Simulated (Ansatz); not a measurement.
One change: `C=C[SiH](N)Cl` becomes `C=C[SiH](Cl)C=C`.

Ansatz, PBE0-D4/def2-TZVP geometries, multiplicity 1. Each molecule was computed in one conformer, which needn't be the lowest.

```json
{"property": "size of the dipole moment (PBE/def2-TZVPP) / D", "`C=C[SiH](N)Cl`": "1.86"}
{"property": "size of the dipole moment (ωB97M-V/def2-TZVPP) / D", "`C=C[SiH](N)Cl`": "1.82"}
{"property": "HOMO energy (PBE/def2-TZVPP) / eV", "`C=C[SiH](N)Cl`": "-6.44"}
{"property": "HOMO–LUMO gap (PBE/def2-TZVPP) / eV", "`C=C[SiH](N)Cl`": "4.74"}
{"property": "HOMO–LUMO gap (ωB97M-V/def2-TZVPP) / eV", "`C=C[SiH](N)Cl`": "11.53"}
{"property": "HOMO–LUMO gap (PBE0/def2-TZVPP) / eV", "`C=C[SiH](N)Cl`": "7.15"}
```

Task: What does the change do to each property? (An estimate is asked.)

Result: Ansatz gave: 
| property | `C=C[SiH](Cl)C=C` | shift |
| --- | --- | --- |
| size of the dipole moment (PBE/def2-TZVPP) / D | 2.12 | 0.26 |
| size of the dipole moment (ωB97M-V/def2-TZVPP) / D | 2.23 | 0.41 |
| HOMO energy (PBE/def2-TZVPP) / eV | -7.00 | -0.56 |
| HOMO–LUMO gap (PBE/def2-TZVPP) / eV | 5.11 | 0.37 |
| HOMO–LUMO gap (ωB97M-V/def2-TZVPP) / eV | 11.59 | 0.06 |
| HOMO–LUMO gap (PBE0/def2-TZVPP) / eV | 7.26 | 0.11 |

With PBE0 the HOMO falls by 0.29 eV and the LUMO falls by 0.19 eV, so the gap widens by about 0.10 eV. PBE moves the HOMO by -0.56 eV and ωB97M-V by -0.19 eV. Dipoles are sizes alone; their direction can turn.
